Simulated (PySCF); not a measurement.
## How the method moves the HOMO and LUMO of `C[NH+](C)[BH2-]N`

Species: C₂H₁₁BN₂.
Atom-mapped SMILES: `[CH3:1][NH+:2]([CH3:3])[BH2-:4][NH2:5]` (hydrogens: H6, H7, H8 on C1; H9 on N2; H10, H11, H12 on C3; H13, H14 on B4; H15, H16 on N5)

Cartesian coordinates in Å at the PBE0-D3(BJ)/def2-SVP level; atoms count from 1:
```
atom  x, y, z in Å
C1    -0.7188    1.7460    0.3622
N2    -0.3971    0.3203    0.3196
C3    -1.4985   -0.5068   -0.1635
B4     1.0308    0.0489   -0.5381
N5     2.0967    0.8326    0.1513
H6     0.1829    2.2724    0.7024
H7    -0.9633    2.0796   -0.6559
H8    -1.5685    1.9538    1.0319
H9    -0.1455    0.0287    1.2659
H10   -2.4123   -0.3597    0.4337
H11   -1.1949   -1.5609   -0.1334
H12   -1.7020   -0.2404   -1.2099
H13    0.7324    0.4360   -1.6707
H14    1.1465   -1.1768   -0.4597
H15    2.8276    0.2837    0.5889
H16    2.5376    1.5556   -0.4050
```

Basis pcSseg-1 throughout (PySCF), one geometry. Geometry: PBE0-D3(BJ)/def2-SVP, one conformer, isolated molecule.

Problem. How do the orbital energies, the gap and the dipole change with the method?

Solution. 
```tsv
method	kind	HOMO (eV)	LUMO (eV)	gap (eV)	μ (D)	SCF cycles
BLYP	GGA	-4.53	0.19	4.72	3.44	15
OPBE	GGA	-4.61	0.45	5.06	3.50	14
B97-D	GGA	-4.66	0.33	4.99	3.47	14
PBE	GGA	-4.67	0.19	4.86	3.43	15
KT3	GGA	-4.77	0.07	4.84	3.44	15
BP86	GGA	-4.78	0.27	5.06	3.45	13
KT2	GGA	-4.81	0.13	4.94	3.38	14
LDA	LDA	-4.84	0.01	4.85	3.37	14
B3LYP	global hybrid	-5.82	0.72	6.54	3.52	12
HF	Hartree–Fock	-9.59	3.93	13.51	3.70	10
```

The HOMO spans 5.05 eV, from BLYP down to HF, and the gap runs from 4.72 eV (BLYP) to 13.51 eV (HF). Over the methods BLYP (0 %), OPBE (0 %), B97-D (0 %), PBE (0 %), KT3 (0 %), BP86 (0 %), KT2 (0 %), LDA (0 %), B3LYP (20 %), HF (100 %), a straight line through the gap against the share of exact exchange rises by 0.86 eV for each 10 % (correlation coefficient 0.999). The dipole ranges from 3.37 D (LDA) to 3.70 D (HF). This basis has no diffuse functions.
